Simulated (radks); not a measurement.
Values are calculated unless marked as measured or tabulated.
Ionisation of the cobalt ion Co3+, [Ar] 3d6, to Co4+, [Ar] 3d5, under several functionals. Scalar-relativistic Kohn-Sham, spin-polarised, spherical densities, finite nucleus; open shells are filled with parallel spins first; a radial shooting solver on a logarithmic mesh with Libxc functionals.

functional            E(Co3+) (hartree)  Exc (hartree)  IE (eV)  -e(HOMO) (eV)  <r> HOMO (bohr)  IE error (eV)
PBEsol                      -1389.79977      -57.22467   51.944         42.364           0.9575         +0.674
PW91                        -1391.39262      -58.84727   52.153         42.549           0.9603         +0.883
XLYP                        -1391.61002      -59.05763   52.134         42.521           0.9665         +0.864
HCTH/407                    -1391.88813      -59.44344   52.346         42.728           0.9695         +1.076
exchange-only r2SCAN        -1390.20331      -57.63090   49.000         39.803           0.9683         -2.270

NIST Atomic Spectra Database: 51.3 eV (semi-empirical). Closest: PBEsol. The Delta-SCF values span 3.35 eV, the total energies 2.09 hartree. The highest occupied level is 3d. Open shells are spherical and high-spin; term and fine-structure splittings are not resolved.
